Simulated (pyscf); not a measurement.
## Routes from `[O]1[SiH2][AsH]1`

Candidate steps break at most two bonds and form at most two. Each was searched with GFN2-xTB (tblite) first. PySCF, gas phase, ωB97X-D3(BJ)/def2-SVP geometries. MP2 and CC: frozen core, UHF for open shells. ΔMP2 is the change of the MP2 total energy from the triple- to the quadruple-zeta basis. Energies: CCSD(T)/def2-TZVPP + ΔMP2(QZVPP), eV, from the reactant's lowest minimum found, singlet surface; ΔG‡ with ideal gas, 1 atm, RRHO with modes under 100 cm⁻¹ raised to 100, one conformer, R ln 2 for chiral ones without a mode under 150 cm⁻¹.

```csv
products,type,ΔE‡,ΔE,ΔG‡ 298 K,ΔG‡ 900 K,ν‡ (cm⁻¹)
:HSi–O–AsH₂ [singlet],rearrangement,1.29,+0.71,1.22,1.23,622i
H₃Si–O–As: [singlet],rearrangement,1.53,+1.09,1.49,1.51,430i
```

H₃Si–O–As: [singlet] is an excited spin state; a restricted singlet puts such a state too high. Plain bond fissions and candidates not yet searched are not listed, and one of them may be faster. Each barrier is that of the saddle found; lower ones may exist. 3 of the closed-shell references are unstable towards spin polarisation; treat their single-reference values with care. The CCSD(T) − MP2 part came from Ansatz, without density fitting, on the same reference. The largest closed-shell T1 diagnostic is 0.085, which may signal static correlation. The frozen core leaves the outer d or s,p core shells of the metals and heavy elements correlated in the MP2 and CC values, and def2-TZVPP describes them poorly, which can shift differences by a few kcal/mol. Elements up to Kr have no core potential and no relativistic terms here.
